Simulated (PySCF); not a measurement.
CH7NSn, SMILES [SnH2]([CH3])[NH2].

Geometry: PBE-D3(BJ)/def2-SVP. The def2 effective core potentials stand for the cores of Sn; spin–orbit coupling is left out. Other conformers were not sampled.

The numbers are results of PBE-D3(BJ)/def2-SVP run with PySCF 2.14.0, not measurements.

Frequencies are harmonic and unscaled.

Computed vibrational spectrum:
```csv
mode,ν (cm⁻¹),IR (km/mol),Raman (Å⁴/amu),depolarisation,moving atoms (share of kinetic energy)
1,81,0.1,0.0,–,H 95 %
2,128,29.1,0.7,0.75,H 94 %
3,144,5.3,5.4,0.70,"N 35 %, C 27 %, H 26 %, Sn 12 %"
4,322,29.9,3.3,0.75,H 91 %
5,491,11.5,29.2,0.14,"C 68 %, H 18 %, Sn 9 %"
6,506,6.5,21.5,0.75,H 98 %
7,521,114.9,14.8,0.28,"N 73 %, H 15 %, Sn 9 %"
8,562,24.8,12.7,0.47,H 92 %
9,655,159.2,18.3,0.73,"H 86 %, N 11 %"
10,672,50.9,17.5,0.75,H 95 %
11,735,73.0,5.6,0.75,"H 83 %, C 15 %"
12,749,35.4,6.5,0.75,"H 83 %, C 16 %"
13,854,19.0,3.8,0.75,"H 91 %, N 8 %"
14,1154,0.8,4.3,0.07,"H 82 %, C 18 %"
15,1383,2.3,11.5,0.75,H 95 %
16,1384,1.6,11.4,0.74,H 95 %
17,1495,6.5,5.9,0.75,"H 92 %, N 8 %"
18,1842,130.6,258.5,0.08,H 100 %
19,1855,205.1,114.7,0.75,H 99 %
20,2985,6.2,151.6,0.00,H 98 %
21,3098,3.2,104.0,0.74,"H 90 %, C 10 %"
22,3103,3.3,83.3,0.75,"H 90 %, C 10 %"
23,3399,4.4,151.7,0.10,H 96 %
24,3495,3.0,82.2,0.75,"H 92 %, N 8 %"
```
